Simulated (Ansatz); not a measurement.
Consider the substitution at a C–O bond: `C/N=C/O` + `[AlH2][SeH]` → `C/N=C\[Se][AlH2]` + H₂O.

Gas-phase electronic energies from Ansatz, PBE0-D4/def2-TZVP geometries. CBS: MP2 limit from def2 TZ/QZ plus the TZ coupled-cluster correction, frozen cores. This one scheme is used for every species. Double bonds are as drawn, so ΔE can hold a change between cis and trans. For Se outer-core shells are correlated without core-valence functions, which leaves a few kJ/mol of doubt a bond. Scalar relativity is left out up to krypton. One conformer a species, not always the lowest.

```
             level  ΔE (kJ/mol)
     HF/def2-TZVPP         57.5
    MP2/def2-TZVPP         13.9
SCS-MP2/def2-TZVPP         20.9
SCS-MP2/def2-QZVPP         17.3
```

Question: What does CCSD(T)/CBS give? (An estimate is asked.)

Answer: Computed: +15.6 kJ/mol. The listed levels differ from it by 41.9, -1.7, 5.3, 1.7 kJ/mol.

Largest T1 diagnostic among the species: 0.013.

The D4 term adds −13.7 kJ/mol with B3LYP and −7.6 kJ/mol with PBE0; it sums over pairs of atoms, weighted by their polarisabilities, and B3LYP, whose exchange is more repulsive, gets the larger term. In def2-TZVPP, CCSD(T) changes the Hartree–Fock value by −35.7 kJ/mol (the triples alone add −6.2 kJ/mol) and MP2 by −43.5 kJ/mol. From PBE to PBE0 (25 % exact exchange), in def2-TZVPP and without D4, ΔE moves by +5.4 kJ/mol.

B3LYP here is the variant with VWN-RPA as its local correlation; programs differ in this.
